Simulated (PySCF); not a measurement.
Quadrupole coupling of 1,2,4-tricyanobenzene: levels of theory against gas-phase measurements

Values to reproduce (atoms as numbered below): 14N at N8: χzz = -4.6199 MHz [1]; 14N at N11: χzz = -4.116 MHz [1]; 14N at N1: χzz = -4.3637 MHz [1].
[1] measured, gas; W. C. Bailey, Calculation of NQCC in Gaseous State Molecules (compilation of microwave values)

Compound: 1,2,4-tricyanobenzene, C9H3N3.
SMILES with atom numbers: `[N:1]#[C:2][c:3]1[cH:4][cH:5][c:6]([C:7]#[N:8])[c:9]([C:10]#[N:11])[cH:12]1` (hydrogens: H13 on C4; H14 on C5; H15 on C12)

Cartesian coordinates in Å at the PBE0-D3(BJ)/def2-SVP level; atoms count from 1:
```
atom  x, y, z in Å
N1     4.0376    0.6837   -0.5697
C2     2.9195    0.4269   -0.4073
C3     1.5387    0.1045   -0.2048
C4     1.1469   -1.2328   -0.0423
C5    -0.1907   -1.5441    0.1541
C6    -1.1561   -0.5309    0.1910
C7    -2.5308   -0.8699    0.3950
N8    -3.6382   -1.1665    0.5620
C9    -0.7635    0.8168    0.0268
C10   -1.7321    1.8697    0.0587
N11   -2.5042    2.7328    0.0811
C12    0.5837    1.1263   -0.1701
H13    1.8981   -2.0234   -0.0715
H14   -0.5027   -2.5816    0.2813
H15    0.8863    2.1663   -0.2966
```

Question: How do the computed couplings compare?

Answer: PySCF, non-relativistic, all at one geometry, with Q(14N) = 0.02044 b:

```
        level  functions  14N N8 (MHz)  14N N11 (MHz)  14N N1 (MHz)  mean of computed/reference − 1 (%)
  B3LYP/pcJ-1        354        -4.772         -4.765        -4.708                                +9.0
PBE0/pcSseg-1        219        -4.757         -4.749        -4.690                                +8.6
```

Closest here is PBE0/pcSseg-1 (8.6 % unsigned error), furthest B3LYP/pcJ-1 (9.0 %); one molecule doesn't rank methods. Computed values are for fixed nuclei, while measured ones can include vibrational averaging.
